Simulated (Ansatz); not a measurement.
Li10⁺, relaxed as a doublet with UKS PBE0/def2-TZVP in Ansatz, starting from the GFN2-xTB geometry. Force threshold 0.02 eV/Å.

The charge 1 doublet is spin-contaminated (final ⟨S²⟩ up to 0.85, 0.75 for a pure state). The relaxation made no stability test and no search for a lower SCF solution. The structure comes from a short search, and lower isomers may exist.

Start:

```xyz
10

Li    0.613    3.212   -2.538
Li    1.720    0.417   -2.384
Li   -0.115    1.338   -0.775
Li   -0.003   -3.140    1.368
Li   -1.805    2.004    1.182
Li   -1.432   -2.199    3.202
Li    1.042   -1.282   -0.510
Li   -0.868   -0.426    1.334
Li    1.846   -3.805   -0.148
Li   -0.998    3.882   -0.733
```

```json
{"step": "1", "energy (eV)": "-2034.2242", "largest force component (eV/Å)": "0.927", "SCF passes": "33"}
{"step": "2", "energy (eV)": "-2034.8672", "largest force component (eV/Å)": "0.508", "SCF passes": "39"}
{"step": "3", "energy (eV)": "-2035.2280", "largest force component (eV/Å)": "0.230", "SCF passes": "38"}
{"step": "4", "energy (eV)": "-2035.3655", "largest force component (eV/Å)": "0.084", "SCF passes": "40"}
{"step": "5", "energy (eV)": "-2035.4083", "largest force component (eV/Å)": "0.089", "SCF passes": "42"}
{"step": "6", "energy (eV)": "-2035.4461", "largest force component (eV/Å)": "0.079", "SCF passes": "34"}
{"step": "7", "energy (eV)": "-2035.4820", "largest force component (eV/Å)": "0.072", "SCF passes": "32"}
{"step": "8", "energy (eV)": "-2035.5154", "largest force component (eV/Å)": "0.052", "SCF passes": "35"}
{"step": "9", "energy (eV)": "-2035.5537", "largest force component (eV/Å)": "0.070", "SCF passes": "35"}
{"step": "10", "energy (eV)": "-2035.5979", "largest force component (eV/Å)": "0.106", "SCF passes": "36"}
{"step": "11", "energy (eV)": "-2035.6554", "largest force component (eV/Å)": "0.103", "SCF passes": "38"}
{"step": "15", "energy (eV)": "-2035.9015", "largest force component (eV/Å)": "0.081", "SCF passes": "35"}
{"step": "19", "energy (eV)": "-2036.0321", "largest force component (eV/Å)": "0.030", "SCF passes": "39"}
{"step": "23", "energy (eV)": "-2036.0951", "largest force component (eV/Å)": "0.054", "SCF passes": "37"}
{"step": "27", "energy (eV)": "-2036.2087", "largest force component (eV/Å)": "0.080", "SCF passes": "47"}
{"step": "31", "energy (eV)": "-2036.4223", "largest force component (eV/Å)": "0.062", "SCF passes": "35"}
{"step": "35", "energy (eV)": "-2036.5963", "largest force component (eV/Å)": "0.126", "SCF passes": "38"}
{"step": "39", "energy (eV)": "-2036.8413", "largest force component (eV/Å)": "0.151", "SCF passes": "40"}
{"step": "43", "energy (eV)": "-2037.0731", "largest force component (eV/Å)": "0.106", "SCF passes": "35"}
{"step": "47", "energy (eV)": "-2037.2133", "largest force component (eV/Å)": "0.087", "SCF passes": "41"}
{"step": "51", "energy (eV)": "-2037.3447", "largest force component (eV/Å)": "0.099", "SCF passes": "49"}
{"step": "55 (rejected)", "energy (eV)": "-2037.3573", "largest force component (eV/Å)": "0.038", "SCF passes": "41"}
{"step": "59", "energy (eV)": "-2037.3732", "largest force component (eV/Å)": "0.040", "SCF passes": "39"}
{"step": "63", "energy (eV)": "-2037.3874", "largest force component (eV/Å)": "0.023", "SCF passes": "38"}
{"step": "66", "energy (eV)": "-2037.3899", "largest force component (eV/Å)": "0.005", "SCF passes": "32"}
```

Force components are those of the run's own axes.

End:

```xyz
10

Li   -1.0671    0.8538   -2.3720
Li    1.8192   -0.1929   -2.0611
Li    0.9179    2.4862   -0.6377
Li   -0.5845   -1.4085    2.2730
Li    1.0969    1.1802    2.2372
Li   -2.6523   -0.9008   -0.1642
Li    2.1595   -1.4426    0.8239
Li   -0.0393   -0.0126   -0.0017
Li   -0.0097   -2.4981   -1.1269
Li   -1.6406    1.9352    1.0295
```

Bonds lost: Li1–Li10, Li3–Li7, Li4–Li6, Li4–Li9 (atoms count from 1). Bonds formed: Li1–Li8, Li2–Li8, Li8–Li9, Li8–Li10 (atoms count from 1). Metal–metal contacts that move far: Li2–Li3 2.61 to 3.16 Å, Li2–Li7 2.62 to 3.16 Å.

The force fell under the threshold at step 54, but the optimiser went on and released 0.032 eV more. No frequencies were taken in this run, so the end may be a saddle point.

Run time 2.2 min (4 threads of Intel Xeon Platinum 8488C on a shared host).
